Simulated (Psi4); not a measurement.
H2I2OSi (SMILES O[SiH](I)I), singlet, at a GFN2-xTB geometry (core potentials on I); PBE/def2-QZVP run with Psi4 1.11.

Here is a job for Psi4.
```
memory 2 GB

molecule mol {
0 1
Si   -0.074414   -0.952724    0.555558
O    -1.210916   -2.035781    0.226313
I    -1.100700    1.181731    1.226639
I     1.325806   -0.556921   -1.429948
H     0.685545   -1.531384    1.628413
H    -1.887005   -1.959150   -0.441374
}

set {
  basis def2-qzvp
  reference rks
}

energy('pbe')
print_variables()
```

Output, abridged:

```
   => Loading Basis Set <=

    Name: DEF2-QZVP
    Role: ORBITAL
    Keyword: BASIS

    !!!  WARNING: ECP capability is in beta. Please check occupations closely.  !!!

         ---------------------------------------------------------
                                   SCF
               by Justin Turney, Rob Parrish, Andy Simmonett
                          and Daniel G. A. Smith
                              RKS Reference
         ---------------------------------------------------------

  ==> Geometry <==

    Molecular point group: c1
    Full point group: C1

    Geometry (in Angstrom), charge = 0, multiplicity = 1:

       Center              X                  Y                   Z               Mass
    ------------   -----------------  -----------------  -----------------  -----------------
         SI          -0.094113111983    -1.007951150753     0.573709754189    27.976926534650
         O           -1.230615111983    -2.091008150753     0.244464754189    15.994914619570
         I           -1.120399111983     1.126503849247     1.244790754189   126.904471900000
         I            1.306106888017    -0.612148150753    -1.411796245811   126.904471900000
         H            0.665845888017    -1.586611150753     1.646564754189     1.007825032230
         H           -1.906704111983    -2.014377150753    -0.423222245811     1.007825032230

  Running in c1 symmetry.

  Rotational constants: A =      0.10071  B =      0.01640  C =      0.01445 [cm^-1]
  Rotational constants: A =   3019.19436  B =    491.80856  C =    433.33900 [MHz]
  Nuclear repulsion =  363.063520498058608

  Charge       = 0
  Multiplicity = 1
  Electrons    = 74
  Nalpha       = 37
  Nbeta        = 37

  ==> Algorithm <==

  SCF Algorithm Type is DF.
  DIIS enabled.
  MOM disabled.
  Fractional occupation disabled.
  Guess Type is SAD.
  Energy threshold   = 1.00e-06
  Density threshold  = 1.00e-06
  Integral threshold = 1.00e-12

  ==> Primary Basis <==

  Basis Set: DEF2-QZVP
    Blend: DEF2-QZVP
    Number of shells: 103
    Number of basis functions: 351
    Number of Cartesian functions: 436
    Spherical Harmonics?: true
    Max angular momentum: 4

  Core potential: DEF2-QZVP
    Number of shells: 8
    Number of ECP primitives: 58
    Number of ECP core electrons: 56
    Max angular momentum: 3

  ==> DFT Potential <==

   => LibXC <=

    Version 7.1.2
    S. Lehtola, C. Steigemann, M. J. T. Oliveira, and M. A. L. Marques,  SoftwareX 7, 1–5 (2018) (10.1016/j.softx.2017.11.002)

   => Composite Functional: PBE <=

    PBE GGA Exchange-Correlation Functional

    J.P. Perdew et. al., Phys. Rev. Lett., 77(18), 3865-3868, 1996

    Deriv               =              1
    GGA                 =           TRUE
    Meta                =          FALSE

    Exchange Hybrid     =          FALSE
    MP2 Hybrid          =          FALSE

   => Exchange Functionals <=

    1.0000     XC_GGA_X_PBE

   => Correlation Functionals <=

    1.0000     XC_GGA_C_PBE

   => LibXC Density Thresholds  <==

    XC_GGA_C_PBE:  1.00E-12
    XC_GGA_X_PBE:  1.00E-15

   => Molecular Quadrature <=

    Radial Scheme          =       TREUTLER
    Pruning Scheme         =           NONE
    Nuclear Scheme         =       TREUTLER

    Blocking Scheme        =         OCTREE
    BS radius alpha        =              1
    Pruning alpha          =              1
    Radial Points          =             75
    Spherical Points       =            302
    Total Points           =         128662
    Total Blocks           =           1042
    Max Points             =            256
    Max Functions          =            327
    Weights Tolerance      =       1.00E-15

   => Loading Basis Set <=

    Name: (DEF2-QZVP AUX)
    Role: JKFIT
    Keyword: DF_BASIS_SCF

  ==> Integral Setup <==

  SCF_SUBTYPE=INCORE selected. In-core MEM_DF algorithm will be used.
  Using in-core AOs.

  ==> MemDFJK: Density-Fitted J/K Matrices <==

    J tasked:                   Yes
    K tasked:                    No
    wK tasked:                   No
    Algorithm:                 Core
    Schwarz Cutoff:           1E-12
    Mask sparsity (%):       7.0048
    Fitting Condition:        1E-10

   => Auxiliary Basis Set <=

  Basis Set: (DEF2-QZVP AUX)
    Blend: DEF2-UNIVERSAL-JKFIT
    Number of shells: 167
    Number of basis functions: 677
    Number of Cartesian functions: 906
    Spherical Harmonics?: true
    Max angular momentum: 5

  Minimum eigenvalue in the overlap matrix is 1.3831673136E-04.
  Reciprocal condition number of the overlap matrix is 1.8680176001E-05.
    Using symmetric orthogonalization.

  ==> Pre-Iterations <==

  SCF Guess: Superposition of Atomic Densities via on-the-fly atomic UHF (no occupation information).

   -------------------------
    Irrep   Nso     Nmo
   -------------------------
     A        351     351
   -------------------------
    Total     351     351
   -------------------------

  ==> Iterations <==

                           Total Energy        Delta E     RMS |[F,P]|

   @DF-RKS iter SAD:  -957.08500976782295   -9.57085e+02   0.00000e+00
   @DF-RKS iter   1:  -959.84364883194257   -2.75864e+00   5.18802e-03 DIIS/ADIIS
   @DF-RKS iter   2:  -956.43504636106059    3.40860e+00   7.97827e-03 DIIS/ADIIS
   @DF-RKS iter   3:  -960.92049205072078   -4.48545e+00   2.21616e-03 DIIS/ADIIS
   @DF-RKS iter   4:  -961.10059948907713   -1.80107e-01   1.86378e-03 DIIS/ADIIS
   @DF-RKS iter   5:  -961.26536337010191   -1.64764e-01   4.06165e-04 DIIS/ADIIS
   @DF-RKS iter   6:  -961.27564979165209   -1.02864e-02   1.77226e-04 DIIS/ADIIS
   @DF-RKS iter   7:  -961.27695665147940   -1.30686e-03   5.87008e-05 DIIS
   @DF-RKS iter   8:  -961.27704774556150   -9.10941e-05   2.80295e-05 DIIS
   @DF-RKS iter   9:  -961.27707320601621   -2.54605e-05   7.41375e-06 DIIS
   @DF-RKS iter  10:  -961.27707628601786   -3.08000e-06   1.51178e-06 DIIS
   @DF-RKS iter  11:  -961.27707642436860   -1.38351e-07   3.18575e-07 DIIS
  Energy and wave function converged.

  ==> Post-Iterations <==

   Electrons on quadrature grid:
      Ntotal   =   74.0000136199 ; deviation = 1.362e-05

    Orbital Energies [Eh]
    ---------------------

    Doubly Occupied:

[...]
      37A     -0.237862

    Virtual:

[...]
    Final Occupation by Irrep:
              A
    DOCC [    37 ]
    NA   [    37 ]
    NB   [    37 ]

  @DF-RKS Final Energy:  -961.27707642436860

   => Energetics <=

    Nuclear Repulsion Energy =            363.0635204980586082
    One-Electron Energy =               -2266.5239003883489204
    Two-Electron Energy =                1016.7242996883633168
    DFT Exchange-Correlation Energy =     -74.5409962224415068
    Empirical Dispersion Energy =           0.0000000000000000
    VV10 Nonlocal Energy =                  0.0000000000000000
    Total Energy =                       -961.2770764243686017

Computation Completed

Properties will be evaluated at   0.000000,   0.000000,   0.000000 [a0]

Properties computed using the SCF density matrix

 Multipole Moments:

 ------------------------------------------------------------------------------------
     Multipole            Electronic (a.u.)      Nuclear  (a.u.)        Total (a.u.)
 ------------------------------------------------------------------------------------

 L = 1.  Multiply by 2.5417464519 to convert [e a0] to [Debye]
 Dipole X            :         14.3239526          -14.6655376           -0.3415850
 Dipole Y            :         40.5678465          -40.7830812           -0.2152347
 Dipole Z            :        -13.4667755           13.2958481           -0.1709274
 Magnitude           :                                                    0.4384319

 ------------------------------------------------------------------------------------

  Variable Map:
  ----------------------------------------------------------------------------
[...]
  Array Variable Map:
  ----------------------------------------------------------------------------
[...]
[...]
```
